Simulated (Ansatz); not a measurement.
Consider the formal exchange of groups at a Ge–C bond: `F[CH]([SiH3])[GeH3]` + `CCCl` → `C[CH](Cl)[GeH3]` + `FC[SiH3]`.

Program: Ansatz. Geometries: PBE0-D4/def2-TZVP. ΔE: electronic, gas phase. CCSD(T)/CBS adds triple-zeta CCSD(T) − MP2 to the extrapolated MP2 energy (def2 sets, frozen cores). DFT in def2-TZVPP. B3LYP here is the variant with VWN-RPA as its local correlation; programs differ in this. For Ge outer-core shells are correlated without core-valence functions, which leaves a few kJ/mol of doubt a bond. Scalar relativity is left out up to krypton.

| level | ΔE (kcal/mol) |
| --- | --- |
| r2SCAN | 1.0 |
| B3LYP | 1.1 |
| HF/def2-TZVPP | 0.6 |
| CCSD/CBS(def2) | 0.1 |

Problem. What does CCSD(T)/CBS give? (An estimate is asked.)

Solution. Ansatz gave: +0.1 kcal/mol. The listed levels differ from it by 0.9, 1.0, 0.5, 0.0 kcal/mol.

Largest T1 diagnostic among the species: 0.012.
